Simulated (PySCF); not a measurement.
**NMR parameters of Si(OAc)4**

Si(OAc)4, C8H12O8Si, point group C1.

Bonds: Si1-O2, Si1-O9, Si1-O16, Si1-O23, O2-C3, C3-C4, C3-O5, O9-C10, C10-C11, C10-O12, O16-C17, C17-C18, C17-O19, O23-C24, C24-C25, C24-O26. C4 carries H6, H7, H8; C11 carries H13, H14, H15; C18 carries H20, H21, H22; C25 carries H27, H28, H29.

GIAO calculations in PySCF 2.14 on the PBE0-D3(BJ)/def2-SVP structure: isolated species, non-relativistic, equivalent atoms averaged; basis pcSseg-1.

Task: Give the isotropic shieldings (ppm) with KT2, PBE0.

Result: 
| atoms | environment | KT2 | PBE0 |
| --- | --- | --- | --- |
| Si1 | silicon bonded to 4 O | 444.5 | 438.5 |
| O5/O12/O19/O26 | oxygen bonded to C | -114.0 | -138.3 |
| O2/O9/O16/O23 | oxygen bonded to C, Si | 98.7 | 108.9 |
| C3/C10/C17/C24 | carbon bonded to C, 2 O | 20.2 | 10.0 |
| C4/C11/C18/C25 | carbon bonded to C, 3 H | 161.9 | 161.6 |
| H6/H7/H8/H13/H14/H15/H20/H21/H22/H27/H28/H29 | hydrogen on a carbon bonded to C | 29.16 | 29.20 |
| HOMO–LUMO gap (eV) | – | 5.36 | 7.97 |

Task: And the chemical shifts, against references computed in the same way?

Result: 
```tsv
atoms	nucleus, reference	KT2	PBE0
Si1	29Si, TMS	-83.4	-86.6
O5/O12/O19/O26	17O, H2O	444.6	472.9
O2/O9/O16/O23	17O, H2O	232.0	225.6
C3/C10/C17/C24	13C, TMS	163.0	174.4
C4/C11/C18/C25	13C, TMS	21.4	22.8
H6/H7/H8/H13/H14/H15/H20/H21/H22/H27/H28/H29	1H, TMS	2.02	2.07
```

Task: Which part of the shielding of Si1 depends on the functional?

Result: Diamagnetic: KT2 897, PBE0 894 ppm; paramagnetic: KT2 -453, PBE0 -455 ppm.

Unscaled 17O shifts of doubly bonded oxygen tend to come out too high, by tens of ppm or more. Experimental scales use liquid or dissolved standards, which lie at an offset from isolated H2O (liquid H2O: subtract about 36 ppm).
